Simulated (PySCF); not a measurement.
H7N3OSn, SMILES [OH][Sn]([NH2])([NH2])[NH2].

The structure is a stationary point at PBE0-D3(BJ)/def2-SVP. The def2 effective core potentials stand for the cores of Sn; spin–orbit coupling is left out. Other conformers were not sampled.

Two levels are set side by side: PBE/def2-TZVP (PySCF) and M06-2X/def2-TZVP (PySCF). Same geometry, gas phase. Differences are taken from unrounded values.

| quantity | M06-2X |
|---|---|
| orbital gap (eV) | 9.06 |
| highest occupied level (eV) | -8.92 |
| lowest empty level (eV) | 0.14 |
| dipole moment (D) | 1.26 |
| mean polarisability (bohr³) | 62.1 |

Problem. What does PBE give, and how far is it from M06-2X? (The exact figures need the calculation; the answer reports its results.)

Solution. 
```
quantity                       PBE  PBE minus M06-2X
---------------------------  -----  ----------------
orbital gap (eV)              4.36             -4.70
highest occupied level (eV)  -5.96              2.96
lowest empty level (eV)      -1.59             -1.74
dipole moment (D)             1.18             -0.08
mean polarisability (bohr³)   67.6               5.5
```

PBE's occupied levels lie high since its potential decays too fast outside the molecule; exact exchange lowers them and widens the gap. Loosely held outer electrons make PBE densities more polarisable. Differences between two approximate levels are no errors against the true value.

Rough cost on one machine, each run with all the roots and properties that it gave: M06-2X against PBE about 3 times.
